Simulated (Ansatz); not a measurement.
`C[Se][Ti]([Cl])([Cl])[Cl]`. The species carries charge 0 and has multiplicity 1.

```xyz
9

C     0.324   -0.782    1.435
Se   -0.304    1.039    1.054
Ti   -0.329    0.815   -1.304
Cl    1.694    0.304   -1.937
Cl   -1.006    2.746   -2.015
Cl   -1.679   -0.826   -1.793
H    -0.393   -1.505    1.052
H     1.304   -0.934    0.988
H     0.390   -0.859    2.519
```

What are the harmonic wavenumbers in cm⁻¹ at PBE0-D4/def2-TZVP (Ansatz, finite differences of forces, unscaled)? (Best estimate.)

Ansatz gave: 39, 82, 88, 100, 105, 119, 120, 131, 320, 427, 492, 513, 595, 911, 913, 1300, 1457, 1463, 3079, 3184, 3190.

Is this a minimum?

Yes, all 21 modes are real.

Give the ideal-gas thermochemistry at 298.15 K and 1 bar (rigid rotor, harmonic oscillator; point group Cs, symmetry number 1).

Zero-point energy 111.4 kJ/mol; H(298) − E = 140.6 kJ/mol; entropy 445.3 J/(mol·K), of which translation 177.6, rotation 129.5, vibration 138.2; G(298) − E = 7.8 kJ/mol. Modes under 100 cm⁻¹ are hindered rotations or soft bends, so the harmonic entropy is rough.

And at 400, 500, 600, 800 and 1000 K?


```
T (K)  H − E (kJ/mol)  S (J/mol/K)  G − E (kJ/mol)
  400           154.6        485.7           -39.7
  500           169.4        518.7           -89.9
  600           185.0        547.1          -143.3
  800           218.0        594.5          -257.6
 1000           252.8        633.2          -380.5
```
